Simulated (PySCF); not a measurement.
Harmonic spectrum computed at B3LYP in the def2-TZVP basis family (core potentials from Rb on, PySCF, no spin–orbit coupling):

```json
{"symmetry": "a1", "ω (cm⁻¹)": "579", "IR (km/mol)": "136"}
{"symmetry": "b2", "ω (cm⁻¹)": "1591", "IR (km/mol)": "600"}
{"symmetry": "a1", "ω (cm⁻¹)": "1600", "IR (km/mol)": "182"}
```

Problem. Which molecule gave it? In each, all ligands are bound to the one heavy central atom.
A. BeH₂ (singlet)
B. NbH₂ (quartet)
C. TiH₂ (triplet)
D. SiH₂ (singlet)
E. H₂O (singlet)

Solution. C. It has C2v symmetry with Ti–H 1.757 Å (×2).
